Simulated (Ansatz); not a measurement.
System: H3Si (anion, charge -1), singlet: umbrella (inversion) coordinate, bond length relaxed. Scanned: angle between the Si-H bonds and the threefold axis (90 = planar). Other coordinates (Si-H bond length) were minimised at B3LYP/def2-TZVP.

The free coordinates were minimised at B3LYP/def2-TZVP in PySCF; the energy column is Ansatz (an electronic-structure program) with CCSD(T) on RHF/aug-cc-pVQZ, frozen core, in kcal/mol.

| a / ° | Si-H bond length / Å | E |
|---|---|---|
| 90 | 1.477 | 23.9 |
| 93.90 | 1.479 | 23.0 |
| 96.90 | 1.483 | 21.1 |
| 99.90 | 1.490 | 18.5 |
| 102.90 | 1.498 | 15.2 |
| 105.90 | 1.506 | 11.7 |
| 108.90 | 1.515 | 8.2 |
| 111.90 | 1.523 | 5.0 |
| 114.90 | 1.530 | 2.5 |
| 117.90 | 1.536 | 0.7 |
| 120.90 | 1.542 | 0.0 |
| 123.90 | 1.547 | 0.4 |
| 126.90 | 1.552 | 1.9 |
| 129.90 | 1.557 | 4.7 |
| 132 | 1.561 | 7.4 |
